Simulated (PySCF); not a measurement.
Dipole response of Ag⁺ (silver, charge +1)

[Kr] 4d10, closed-shell 1S. All numbers are calculated (PySCF 2.14, scalar relativity by spin-free X2C-1e, in x2c-QZVPPall with one added diffuse shell each of s, p, d, f, g type (14s9p8d5f3g, 143 functions)). Coupled (time-dependent) response in atomic units; α is the mean over directions.

```
method  mean α (bohr³)  C₆ (like pair)  S(−4)
  BLYP           10.85           65.26  40.99
```

S(−4) is the Cauchy moment in α(ω) = α(0) + S(−4) ω² + …

α(iu) at BLYP:

```json
{"u (hartree)": "0", "α(iu) (bohr³)": "10.85"}
{"u (hartree)": "0.0500", "α(iu) (bohr³)": "10.75"}
{"u (hartree)": "0.100", "α(iu) (bohr³)": "10.47"}
{"u (hartree)": "0.200", "α(iu) (bohr³)": "9.557"}
{"u (hartree)": "0.300", "α(iu) (bohr³)": "8.511"}
{"u (hartree)": "0.500", "α(iu) (bohr³)": "6.726"}
{"u (hartree)": "0.750", "α(iu) (bohr³)": "5.175"}
{"u (hartree)": "1.00", "α(iu) (bohr³)": "4.115"}
{"u (hartree)": "1.50", "α(iu) (bohr³)": "2.785"}
{"u (hartree)": "2.00", "α(iu) (bohr³)": "2.006"}
{"u (hartree)": "3.00", "α(iu) (bohr³)": "1.172"}
{"u (hartree)": "5.00", "α(iu) (bohr³)": "0.5364"}
```

A single London oscillator, α(iu) = α/(1 + u²/ω²), gives C₆ = (3/4) ω α². Matching the computed C₆ needs ω = 4 × 65.26 / (3 × 10.85²) = 0.739 hartree.

For an ion, C₆ is the dispersion term alone; charge-induced terms of lower order in 1/R come first.
